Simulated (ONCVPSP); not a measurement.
**Br (Z = 35): variants of one ONCV potential**

Base potential:

| Item | Value |
| --- | --- |
| Element | bromine (Br) |
| Generator | ONCVPSP 4.0.1 |
| Type | optimised norm-conserving Vanderbilt (ONCV) |
| Functional | PBE |
| Relativity | scalar-relativistic |
| Frozen core | [Ne] |
| Valence charge | 25 |
| Reference configuration | 3s2 3p6 3d10 4s1.75 4p5.25 |
| Partial waves | 3s+4s: rc 0.95 bohr, ncon 3, nbas 7, qcut 16.2 1/bohr, 2 projectors; 3p+4p: rc 0.75 bohr, ncon 4, nbas 8, qcut 19.9 1/bohr, 2 projectors; 3d: rc 0.75 bohr, ncon 5, nbas 9, qcut 21.2 1/bohr, 1 projector |
| Local potential | polynomial inside 0.55 bohr (lpopt 5, dvloc0 -1 Ha) |
| Core correction | Teter function, fcfact 4.25, rcfact 1.65 |

All-electron outer shells of the reference configuration (PBE, scalar-relativistic, ld1.x):

```
shell  level (eV)  outermost node (bohr)  outermost maximum (bohr)
   2s    -1733.50                   0.06                      0.16
   2p    -1528.96                      –                      0.13
   3s     -238.48                   0.23                      0.48
   3p     -173.89                   0.21                      0.48
   3d      -67.11                      –                      0.43
   4s      -20.34                   0.67                      1.41
   4p       -8.01                   0.70                      1.66
```

Cutoffs, loose and tight: the cutoffs (Ha) at which the residual kinetic energy of the hardest occupied pseudo-wave falls to 1 and 0.1 mHa per electron. They do not see the model core or the augmentation charge, which bear on the density cutoff. Test errors are all-electron minus pseudo excitation energies from the reference, over the configurations 3s2 3p6 3d10 4s2 4p5; 3s2 3p6 3d10 4s2 4p4; 3s2 3p6 3d10 4s2 4p3; 3s2 3p6 3d9 4s2 4p6. A dash means not determined; rows that change the core or the reference have their own tests.

A true bound ghost makes a file unfit for plane-wave use even where its test errors are small: the radial tests pick states by their node count and pass the ghost by.

```tsv
change	outcome	cutoff, loose	cutoff, tight	bound ghosts	GHOST(+) flags above zero	largest test error (meV)
base	generated	193 Ha	215 Ha	none	s	+26
core correction Teter function, fcfact 3.75, rcfact 1.7	generated	193 Ha	215 Ha	none	s	+25
s: qcut 14.5	generated	193 Ha	215 Ha	none	s	+29
local potential polynomial inside 0.55 bohr (lpopt 5, dvloc0 -2.5 Ha)	generated	193 Ha	215 Ha	none	s	+26
s: nproj 3	generated	193 Ha	215 Ha	none	s	+25
functional LDA (Perdew-Wang 92)	generated	194 Ha	215 Ha	none	none	+27
reference 3s2 3p6 3d10 4s2 4p4	generated	193 Ha	215 Ha	none	s	-7.2
```

Q: What comes out with this change to the base: all radii but the core radius scaled by about 0.82 (s 0.78, p 0.62, d 0.62 bohr); local potential polynomial inside 0.46 bohr (lpopt 5, dvloc0 -1 Ha)?

A: outcome: generated; cutoff, loose: 242 Ha; cutoff, tight: 708 Ha; bound ghosts: none; GHOST(+) flags above zero: s; largest test error (meV): -0.9.

Q: What comes out with this change to the base: core [Ar] 3d10, valence charge 7; reference 4s2 4p4; waves now 4s: rc 1.25 bohr, ncon 4, nbas 7, qcut 4.9 1/bohr, 2 projectors, debl 1.9 Ha; 4p: rc 1.50 bohr, ncon 4, nbas 8, qcut 6.3 1/bohr, 2 projectors, debl 3.5 Ha; local potential polynomial inside 1.15 bohr (lpopt 5, dvloc0 3 Ha)?

A: outcome: generated; cutoff, loose: 20 Ha; cutoff, tight: 73 Ha; bound ghosts: s; GHOST(+) flags above zero: none; largest test error (meV): -183.
